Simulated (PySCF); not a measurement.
Species: C5H5OS (doublet state).
Cartesian coordinates in Å at the GFN2-xTB level; atoms count from 1:
```xyz
12
C5H5OS angstrom
S      2.9029   -0.1050    1.0136
C      1.5492    0.8342    0.4845
C      0.3369    0.3008    0.0964
C     -0.8262    0.9442   -0.3474
C     -1.7595   -0.0672   -0.6092
C     -1.1443   -1.2530   -0.3226
O      0.1212   -1.0502    0.1050
H      2.3064   -1.2880    0.8814
H      1.7098    1.8952    0.4732
H     -0.9539    2.0005   -0.4580
H     -2.7623    0.0571   -0.9647
H     -1.4789   -2.2693   -0.3783
```

The hyperfine couplings belong to this conformer and change with its torsions.

Identity: `S[CH]c1ccco1` [radical].

Method used: UKS B3LYP, pcH-1 on C H O S, non-relativistic, mean-field spin-orbit, GIAO (PySCF). Isolated species at its GFN2-xTB geometry (one conformer only). The geometry wasn't refined by DFT: couplings that depend on bond lengths, twists or pyramidal angles can differ widely from those at the functional's own minimum. The SCF solution wasn't tested for stability. ⟨S²⟩ is 0.773 where a pure state has 0.75.

The Mulliken spin populations are largest on C2 (+0.56), C4 (+0.35), C6 (+0.30) and C3 (-0.17). Three atoms exceed +0.15. The angles at C2 add up to 360.0°, so it is planar; its axial dipolar tensor and the negative coupling of its proton fit spin in a p orbital normal to that plane.

(1) Test a(H) = Q·ρ(C) for the protons on planar carbons with a spin population beyond ±0.08.

(2) Leave H10 and its like out of the fit. How well does the relation then predict its coupling?

Answers

(1) 
| H | C | ρ(C) | a(H) (G) | a/ρ (G) |
| --- | --- | --- | --- | --- |
| H9 | C2 | +0.560 | -13.57 | -24.2 |
| H10 | C4 | +0.346 | -8.24 | -23.8 |
| H11 | C5 | -0.130 | +2.00 | -15.4 |
| H12 | C6 | +0.300 | -8.01 | -26.7 |

A least-squares line through the origin gives Q = -24.3 G with Mulliken populations. In every row coupling and population have opposite signs. Where ρ is negative the coupling is positive.

(2) The other protons give Q = -24.4 G, so a = -24.4 × 0.346 ≈ -8.45 G, against the computed -8.24 G.

Couplings in gauss use g_iso = 2.0040.

The run took 50 s of wall time (grids of density and orbitals included) on Arm Neoverse V1, one thread (shared host), and the process peaked at 0.91 GiB of memory.
